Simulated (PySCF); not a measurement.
Computed with B3LYP-D3(BJ)/def2-TZVP // PBE-D3(BJ)/def2-SVP (PySCF). Isolated molecules, 0 K electronic values unless said otherwise. One relaxed conformer stands for a flexible species; it need not be the lowest. B3LYP has the VWN-RPA correlation part, as in Gaussian. 

Reference species: [Cd(NH2)(Cl)] (neutral, multiplicity 1).

The charge on the central atom (Mulliken) is 0.76 e and the coordination number is 2. The mean distance from the central atom to its bonded neighbours comes out as 2.164 Å.

After one change: the charge on the central atom (Mulliken) drops by 0.04 e; the coordination number hardly moves; the mean distance from the central atom to its bonded neighbours goes up by 0.067 Å.

**Question.** Name the change that produced these shifts. The new species is one of these.
A. [Cd(NH2)(Br)]
B. [Cd(NH2)(F)]
C. [Cd(NH2)(OCH3)]
D. [Cd(NH2)(SH)]

**Answer.** A, [Cd(NH2)(Br)]
